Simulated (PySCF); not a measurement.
First SCF of a structure search on quartet FeOBr, at a hand-made linear geometry. PySCF input:

```python
from pyscf import gto, scf, dft
mol = gto.M(atom='''
Fe     0.000000     0.000000     0.000000
O      0.000000     0.000000    -1.660000
Br     0.000000     0.000000     2.300000''',
    basis={'Fe': 'def2-SVP', 'O': 'def2-SVP', 'Br': 'def2-SVP'},
    charge=0, spin=3)
mf = dft.UKS(mol, xc='PBE')
mf.grids.atom_grid = (50, 194)
aux = {'Fe': 'def2-universal-JKFIT', 'O': 'def2-universal-JKFIT', 'Br': 'def2-universal-JKFIT'}
mf = mf.density_fit(auxbasis=aux)
mf.conv_tol = 1e-08
mf.diis_space = 10
mf.max_cycle = 60
mf.init_guess = 'minao'
mf.verbose = 4
mf.kernel()
```

Excerpt of the output (cycles alone):

```
init E= -3909.94315605916
cycle= 1 E= -3900.729610096  delta_E= 9.21  |g|= 2.76  |ddm|= 9.23
cycle= 2 E= -3878.27011462128  delta_E= 22.5  |g|= 4.78  |ddm|=  9.6
cycle= 3 E= -3902.80833267701  delta_E= -24.5  |g|= 3.75  |ddm|= 6.61
cycle= 4 E= -3903.54603887038  delta_E= -0.738  |g|= 3.86  |ddm|= 1.54
cycle= 5 E= -3902.28315424825  delta_E= 1.26  |g|= 3.81  |ddm|= 2.06
cycle= 6 E= -3902.4884069363  delta_E= -0.205  |g|= 3.78  |ddm|= 0.293
cycle= 7 E= -3902.52669533911  delta_E= -0.0383  |g|= 3.78  |ddm|= 0.179
cycle= 8 E= -3902.25013962214  delta_E= 0.277  |g|=  3.8  |ddm|= 0.269
cycle= 9 E= -3902.15586617323  delta_E= 0.0943  |g|= 3.81  |ddm|= 0.0569
cycle= 10 E= -3901.96228824829  delta_E= 0.194  |g|= 3.82  |ddm|= 0.103
cycle= 11 E= -3901.57686307951  delta_E= 0.385  |g|= 3.85  |ddm|= 0.295
cycle= 12 E= -3824.3971020897  delta_E= 77.2  |g|= 8.05  |ddm|= 14.2
cycle= 13 E= -3909.47730844179  delta_E= -85.1  |g|= 1.94  |ddm|= 14.4
... 16 lines left out ...
cycle= 30 E= -3911.86848061725  delta_E= -1.84e-06  |g|= 0.00027  |ddm|= 0.0137
cycle= 31 E= -3911.86848308757  delta_E= -2.47e-06  |g|= 0.00022  |ddm|= 0.0231
cycle= 32 E= -3911.86848473828  delta_E= -1.65e-06  |g|= 0.000122  |ddm|= 0.0226
cycle= 33 E= -3911.86848538219  delta_E= -6.44e-07  |g|= 0.000118  |ddm|= 0.012
cycle= 34 E= -3911.86848534998  delta_E= 3.22e-08  |g|= 8.38e-05  |ddm|= 0.000797
cycle= 35 E= -3911.8684859681  delta_E= -6.18e-07  |g|= 4.07e-05  |ddm|= 0.0251
cycle= 36 E= -3911.86848597831  delta_E= -1.02e-08  |g|= 4e-05  |ddm|= 0.00253
cycle= 37 E= -3911.86848597965  delta_E= -1.34e-09  |g|= 8.33e-06  |ddm|= 0.0004
Extra cycle  E= -3911.86848597914  delta_E= 5.08e-10  |g|= 3.34e-05  |ddm|= 5.09e-05
converged SCF energy = -3911.86848597914  <S^2> = 3.9135617  2S+1 = 4.0809615
```

No lower solution of this spin was found from smeared starts or by a stability analysis within the unrestricted form.

Open d and f shells are described by one determinant, and the ground state may have another occupation or spin.

The search for the lowest solution, 3 starts and the stability check together, took 23 s on 2 threads of a shared Arm Neoverse V2 host, with 77 basis functions; the process peaked at 0.33 GiB. Launch command: `OMP_NUM_THREADS=2 python axn.py task.json out`.
